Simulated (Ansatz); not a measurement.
Basis sets compared for Hg₅Te₅H₁₈. Charge 0, multiplicity 1. Geometry PBE-D4/def2-SVP. Ansatz on 2 threads of AMD EPYC 7R13 on a shared host and a share (18 GiB) of an NVIDIA H100 80GB HBM3; times are rough, and most runs start from earlier orbitals.

```
atom   x (Å)   y (Å)   z (Å)
 Hg1   2.402  -2.834   2.887
 Hg2   3.143  -2.569  -4.789
 Hg3   1.099   0.395   4.520
 Hg4  -3.426   5.188   0.878
 Hg5  -1.785  -1.104  -0.555
 Te6   0.341  -0.464   1.060
 Te7   0.167  -0.959  -3.377
 Te8   2.453  -2.748  -0.959
 Te9  -2.509   2.226  -1.073
Te10  -1.769   2.137   2.637
 H11   3.513  -1.617   3.172
 H12   1.303  -4.068   2.638
 H13   4.132  -1.366  -4.186
 H14   2.195  -3.793  -5.409
 H15   1.902   1.843   4.324
 H16   0.312  -1.065   4.756
 H17  -1.827   5.655   0.996
 H18  -5.035   4.762   0.788
 H19  -3.147  -1.748  -1.252
 H20   0.920   0.695  -0.013
 H21   1.093   0.278  -2.722
 H22  -0.745   0.199  -4.221
 H23   3.166  -4.023  -1.828
 H24   1.145  -3.741  -0.611
 H25  -0.878   2.614  -0.990
 H26  -2.404   2.235  -2.769
 H27  -2.975   3.067   3.395
 H28  -2.787   0.803   2.704
```

In the def2 sets Hg, Te take a core potential; there is no spin–orbit coupling. Single mean-field runs in def2-TZVP are fitted with def2-universal-jkfit. In the singlet geometry the species has come apart into loosely held pieces.

Binding counts from free atoms (Hg singlet, Te triplet, H doublet) in the same basis, without a counterpoise term.

| level | functions | energy (Eh) | HOMO (eV) | LUMO (eV) | binding per atom (eV) | wall time |
| --- | --- | --- | --- | --- | --- | --- |
| PBE-D4/def2-SVP | 380 | -2118.2589 | -5.69 | -2.46 | 1.66 | 7.5 s |
| PBE0-D4/def2-SVP | 380 | -2118.1643 | -6.64 | -1.74 | 1.63 | 8.5 s |

(1) Estimate the rows for PBE-D4/def2-TZVP (with forces), PBE0-D4/def2-TZVP.

Results:

(1) 
```
                         level  functions  energy (Eh)  HOMO (eV)  LUMO (eV)  binding per atom (eV)  wall time
PBE-D4/def2-TZVP (with forces)        573   -2118.3947      -5.70      -2.52                   1.70       11 s
             PBE0-D4/def2-TZVP        573   -2118.2972      -6.60      -1.78                   1.68       11 s
```
